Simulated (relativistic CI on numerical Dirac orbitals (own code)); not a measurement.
## Ta I: sensitivity of the levels to the model

Base calculation: Dirac-Coulomb-Breit CI, orbitals from a KLI potential per configuration, model QED (radiative potential, 1s self-energy scaled to tabulated hydrogen-like ionisation energies), valence Slater integrals scaled by 0.85, P86 correlation energy added to each configuration.

Configuration list (outside the closed core [Xe] 4f14): 5d3 6s2, 5d3 6s 6p, 5d4 6s, 5d5, 5d2 6s2 6p, 5d3 6s 6d, 5d4 6p, 5d2 6s2 5f, 5d2 6s2 7p, 5d3 6s 7s, 5d2 6s2 7s, 5d4 6d, 5d2 6s2 8s, 5d4 5f, 5d2 6s2 7d, 5d2 6s2 6d, 5d2 6s2 8p, 5d2 6s2 5g, 5d4 7s, 5d2 6s2 9s, 5d2 6s2 6f, 5d3 6s 7p, 5d2 6s2 8d, 5d2 6s2 9p, 5d2 6s2 9d, 5d3 6p 7s, 5d3 6s 8s, 5d3 6s 5f, 5d2 6s 6p 6d, 5d 6s2 5f 6d, 5d 6s2 6p2, 5d 6s 6p3, 6s2 6p3, 5d 6s 6p2 6d, 6s2 5f 6p2, 6s2 6p2 7p, 5d3 6p2, 5d2 6p3, 5d2 5f 6p2, 5d2 6p2 7p, 5d2 6s 6p2, 5d2 6p2 6d, 5d 6s 5f 6p2, 5d 6s 6p2 7p. Double excitations out of closed p, d and f shells are left out; levels of such configurations are missing from the list, as are those of other unlisted configurations, and high levels can miss mixing partners. These lack a partner that the ground configuration has and come out too high: 5d2 6s2 7s, 5d2 6s2 8s, 5d2 6s2 7d, 5d2 6s2 8p, 5d2 6s2 5g.

Variants: (1) valence Slater integrals scaled by 0.75; (2) self-excluded LDA correlation estimate; (3) Breit term removed; (4) one mean potential for all configurations. Shifts of the energy above 5d3 6s2 4F_3/2, in cm⁻¹, for the lowest level and the first level of each name with at least 55 % of one term (blank where a level changes its place among those of its configuration and J or its character, or is not in the variant):

| Level | Base | Δ(1) | Δ(2) | Δ(3) | Δ(4) | Measured |
| --- | --- | --- | --- | --- | --- | --- |
| 5d3 6s2 4F_3/2 | 0.0 | 0.0 | 0.0 | 0.0 | 0.0 | 0.0 |
| 5d3 6s2 4F_5/2 | 1574.9 | +15.5 | +0.3 | +69.6 | +54.4 | 2010.1 |
| 5d3 6s2 4F_7/2 | 3279.1 | -18.4 | -0.5 | +128.5 | +100.7 | 3963.9 |
| 5d3 6s2 4F_9/2 | 4905.3 | -100.6 | -4.9 | +167.0 | +110.0 | 5621.0 |
| 5d3 6s2 4P_1/2 | 5854.5 | -211.4 | -137.9 | +77.3 | -658.7 | 6049.4 |
| 5d3 6s2 4P_3/2 | 6034.8 | -349.8 | -94.2 | +66.3 | -507.9 | 6068.9 |
| 5d3 6s2 4P_5/2 | 8466.5 | -301.2 | -121.0 | +173.7 | -203.9 | 9253.4 |
| 5d4 6s 6D_1/2 | 8934.0 | +280.5 | -389.1 | +148.2 | -1969.9 |  |
| 5d4 6s 6D_3/2 | 9239.9 | +180.8 | -396.9 | +157.4 | -2093.2 |  |
| 5d3 6s2 2G_7/2 | 9831.7 | -704.3 | -33.4 | +127.8 | -206.8 |  |
| 5d4 6s 6D_5/2 | 10018.1 | +330.4 | -403.9 | +201.8 | -2573.0 |  |
| 5d4 6s 6D_7/2 | 10825.7 | +343.6 | -423.3 | +233.9 | -2412.0 |  |
| 5d3 6s2 2P_1/2 | 11812.1 | -704.5 | -28.2 | +156.6 | -132.6 |  |
| 5d4 6s 6D_9/2 | 11845.7 | +290.8 | -401.5 | +267.9 | -2507.5 |  |
| 5d3 6s2 2D_5/2 | 12584.6 | -654.0 | -97.3 | +203.8 | -402.0 |  |
| 5d3 6s 6p 6G°_3/2 | 14530.4 | +668.7 | +317.1 | -24.3 | +139.8 |  |
| 5d3 6s2 2H_9/2 | 15165.9 | -1006.9 | -32.8 | +233.0 | -167.3 |  |
| 5d3 6s2 2H_11/2 | 15251.4 | -1196.6 | -25.0 | +190.6 | -217.3 |  |
| 5d3 6s 6p 6G°_5/2 | 15591.1 | +562.9 | +335.6 | -3.0 | +282.9 |  |
| 5d3 6s 6p 6G°_7/2 | 17198.7 | +628.5 | +311.3 | +71.5 | +301.5 |  |
| 5d3 6s2 2F_5/2 | 17491.5 | -1231.2 | -131.0 | +174.4 | -658.1 |  |
| 5d3 6s2 2F_7/2 | 17502.9 | -1198.7 | -126.5 | +192.9 | -679.1 |  |

Correlation outside the listed configurations is missing or only estimated: errors of thousands of cm⁻¹ between configurations and terms are usual at this charge. Rates and lifetimes follow the computed energies and can be off by large factors. The fine structure of a lone outer electron comes out too small, for d and f at times inverted, and misplaced configurations move strength between like terms. 7 of the 8 excited levels that our extract of the measured tables holds in this range could be paired (the sources list more); they are missed by 961 cm⁻¹ on average and 3876 at most, and levels without a partner can miss by more. Some levels of the ground configuration have no partner and can miss by 10 % or more.

Measured levels: NIST Handbook of Basic Atomic Spectroscopic Data (Sansonetti and Martin, J. Phys. Chem. Ref. Data 34, 1559 (2005)).

Ionisation energy from the two ground configurations alone: base 6.454 eV; valence Slater integrals scaled by 0.75 6.552 eV; self-excluded LDA correlation estimate 6.55 eV; Breit term removed 6.464 eV. The NIST ASD value (measured) is 7.54957 eV. The gap of more than 2 % comes from missing correlation.

LS names give the leading component of a level, which can be under half, so a name can repeat, a term be missing and a line seem to break the LS rules.
